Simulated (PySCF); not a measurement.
C₃H₈OSi, SMILES C[SiH2]CC=O.

Coordinates come from a B3LYP-D3(BJ)/def2-SVP optimisation. The structure was generated by enumeration, and PubChem lists no compound with its InChIKey, so it may never have been made. One conformer was computed; it need not be the lowest.

These are B3LYP-D3(BJ)/def2-SVP run with PySCF 2.14.0 values and carry that method's errors.

Frequencies are harmonic and unscaled.

Problem. Give all harmonic wavenumbers and intensities. (An estimate is asked for; the answer gives what the named calculation found.)

Solution. 
```
mode  ν (cm⁻¹)  IR (km/mol)  moving atoms (share of kinetic energy)
----  --------  -----------  --------------------------------------
1           79          0.0                          H 48 %, C 44 %
2           89          1.5         O 34 %, H 33 %, C 19 %, Si 13 %
3          136          5.3         O 34 %, C 26 %, Si 21 %, H 18 %
4          170          0.0                                  H 95 %
5          210          4.1         C 34 %, O 24 %, Si 23 %, H 19 %
6          442          3.1                                  H 93 %
7          551          5.9                           H 90 %, C 8 %
8          578         10.9         C 55 %, Si 21 %, H 14 %, O 10 %
9          658         16.2                          H 63 %, C 29 %
10         705         34.6                 C 44 %, Si 34 %, H 21 %
11         734         21.9                          H 79 %, C 16 %
12         812         16.2                  C 47 %, H 35 %, O 10 %
13         888         29.5                          H 79 %, C 17 %
14         900        212.7                 H 74 %, C 15 %, Si 10 %
15         924          8.3                          H 60 %, C 36 %
16         934         22.0                          H 76 %, C 20 %
17         952         75.6                                  H 96 %
18        1179          1.8                          H 69 %, C 29 %
19        1249         80.6                          C 57 %, H 41 %
20        1274         15.8                          H 79 %, C 21 %
21        1378         25.5                                  H 92 %
22        1408         16.2                          H 83 %, C 10 %
23        1437          2.3                                  H 96 %
24        1439          4.1                                  H 96 %
25        1835        148.9                          C 60 %, O 38 %
26        2230         84.8                                  H 98 %
27        2233        130.9                                  H 96 %
28        2871        159.3                                  H 92 %
29        3017          5.4                                  H 94 %
30        3029          4.5                                  H 97 %
31        3055          2.0                           H 91 %, C 9 %
32        3118          7.5                           H 91 %, C 9 %
33        3121          5.8                           H 91 %, C 9 %
```
